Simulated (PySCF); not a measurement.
Two-component Hartree-Fock for Er⁺ (erbium, charge +1)

Start: [Xe] 4f12 6s1; 4f5/2 filled at m_j = -5/2, -3/2, -1/2, +1/2, +3/2, +5/2; 4f7/2 filled at m_j = -3/2, -1/2, +1/2, +3/2, +5/2, +7/2; 6s1/2 filled at m_j = +1/2. Calculated with PySCF 2.14 in x2c-TZVPall-2c: generalised Hartree-Fock with the X2C-1e Hamiltonian and a Gaussian nucleus; one run each with spin-orbit coupling (SO) switched off, then screened by Boettger's factors.

```
spinor shell  electrons  ε, spin-free (eV)  ε, screened SO (eV)  weight of nominal j (screened SO)  rms radius, screened SO (bohr)
       1s1/2          2           -57783.2             -57770.0                              1.000                          0.0231
       2s1/2          2            -9841.1              -9837.0                              1.000                          0.0935
       2p1/2          2            -8701.8              -9351.5                              1.000                          0.0798
       2p3/2          4            -8701.8              -8429.4                              1.000                          0.0866
       3s1/2          2            -2264.2              -2262.9                              1.000                           0.240
       3p1/2          2            -1911.0              -2049.9                              1.000                           0.231
       3d3/2          4            -1466.3              -1491.9                              1.000                           0.218
       3d5/2          6            -1466.3              -1448.2                              1.000                           0.222
       4s1/2          2            -477.82              -477.47                              1.000                           0.541
       4p1/2          2            -359.20              -391.47                              0.998                           0.554
       4p3/2          4            -359.20              -345.39                              0.999                           0.585
       4d3/2          4            -197.12              -203.79                              0.980                           0.625
       4d5/2          6            -197.12              -192.42                              0.987                           0.637
       5s1/2          2            -69.233              -69.188                              1.000                            1.36
       5p1/2          2            -39.035              -43.315                              0.989                            1.53
       5p3/2          4            -39.035              -37.239                              0.995                            1.66
       4f5/2          6            -19.988              -21.073                              0.895                           0.891
       4f7/2          6            -19.988              -18.814                              0.911                           0.918
       6s1/2          1            -11.074              -11.079                              1.000                            4.08
```

Where does 3p3/2 lie, and what is the 3p spin-orbit splitting (screened SO)?

At -1851.9 eV, 198.05 eV above 3p1/2.

```
   quantity     spin-free   screened SO
E (hartree)  -13076.45892  -13087.35492
        M_J          13/2          13/2
       ⟨J²⟩        48.764        48.765
       ⟨L²⟩        30.012        30.179
       ⟨S²⟩         3.752         3.828
```

Each row is a mean over spinors that exchange with the open shell spreads, by up to 12.990 eV (4d5/2).

Rows whose weight is well below 1 are mixtures of j = l ± 1/2: exchange outweighs spin-orbit coupling there, and the label is only the starting occupation.

Breit and QED terms are absent; they matter most for the inner s and p1/2 levels.

Densities and radii are taken from the X2C orbitals without a picture-change correction, which distorts them close to the nucleus.

Without spin-orbit coupling the j labels of p, d and f shells carry no meaning; the spin-free column gives the mean over the occupied spinors of each nl shell.
